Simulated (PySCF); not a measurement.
**Orbital energies, ionisation energy and electron affinity**

C5H7FO2.
Geometry (PBE0-D3(BJ)/def2-SVP, Å), atoms numbered from 1 in this order:
```
atom  x, y, z in Å
C1    -1.868   -1.012   -0.283
C2    -0.432   -0.665   -0.057
C3     0.098    0.575    0.009
O4     1.395    0.880    0.211
C5     2.305   -0.170    0.359
C6    -0.748    1.784   -0.141
O7    -1.919    1.814   -0.339
F8    -0.044    2.909   -0.024
H9    -2.521   -0.584    0.494
H10   -2.243   -0.610   -1.237
H11   -2.001   -2.102   -0.287
H12    0.260   -1.502    0.066
H13    3.293    0.286    0.501
H14    2.331   -0.817   -0.537
H15    2.066   -0.796    1.238
```

Level: PBE0/def2-SVPD (PySCF). Frontier orbitals with their largest atomic shares (Löwdin; up to four atoms above 4 %):

```csv
orbital,ε (eV),main atoms
HOMO−3,-10.17,"O4 28 %, C5 19 %, O7 12 %, C3 12 %"
HOMO−2,-10.13,"O4 38 %, C5 18 %, H13 8 %, C3 7 %"
HOMO−1,-8.89,"O7 59 %, C6 9 %, F8 9 %, C3 6 %"
HOMO,-7.13,?
LUMO,-1.62,"C6 23 %, C2 22 %, O7 20 %, C3 14 %"
LUMO+1,0.48,"C5 24 %, C2 12 %, H15 10 %, H14 10 %"
LUMO+2,1.04,"C6 21 %, O4 10 %, C3 10 %, O7 7 %"
```

Question: What vertical ionisation energy does ΔSCF give, and how far is −ε(HOMO) from it?

Answer: ΔSCF: 9.11 eV (879 kJ/mol; threshold wavelength 136 nm); ⟨S²⟩ of the doublet left behind is 0.758, against 0.75 for a pure doublet. −ε(HOMO) is 7.13 eV, 1.98 eV below it. For the exact functional −ε(HOMO) would equal the first vertical ionisation energy; PBE0 (global hybrid, 25 % exact exchange) falls short of its own ΔSCF value by 22 %. Holes in the HOMO−1 and HOMO−2 were tried too where these lie within 1.2 eV of the HOMO; the lowest converged state counts.

Question: On which atoms does the HOMO lie?

Answer: C2 (alkene CH carbon) 28 %, O4 (ether oxygen) 26 %, C3 (vinylic carbon bearing oxygen) 20 %, C1 (allylic carbon) 7 %, so no atom holds as much as 40 %. The HOMO−1 lies 1.76 eV lower.

Question: And the vertical electron affinity, the fundamental gap, Mulliken's electronegativity and the hardness (with the factor ½)?

Answer: EA = -0.31 eV by ΔSCF (−ε(LUMO) = 1.62 eV); a negative value means that the added electron isn't bound at this geometry and level, and the number then depends on the basis. IE − EA = 9.42 eV against an orbital gap of 5.51 eV; (IE + EA)/2 = 4.40 eV; (IE − EA)/2 = 4.71 eV. Parr's electrophilicity index (IE + EA)²/[8(IE − EA)] is 1.03 eV.

Question: The lowest singlet excitation (vertical TDDFT, same level) lies at 4.94 eV. How far is it below IE − EA?

Answer: IE − EA = 9.42 eV, so by 4.48 eV.

Question: What total energies stand behind the ΔSCF value?

Answer: E(N) = -444.22476 Eh and E(N − 1) = -443.89003 Eh at the same geometry, 0.33473 Eh apart. With one more electron, E(N + 1) = -444.21328 Eh.

Question: How many of the 10 lowest singlet excitations (vertical TDDFT, same level) lie below the ionisation energy?

Answer: All 10; they run from 4.94 to 8.00 eV.

The structure is a single PBE0-D3(BJ)/def2-SVP conformer in the gas phase; no vibrational or solvent corrections.
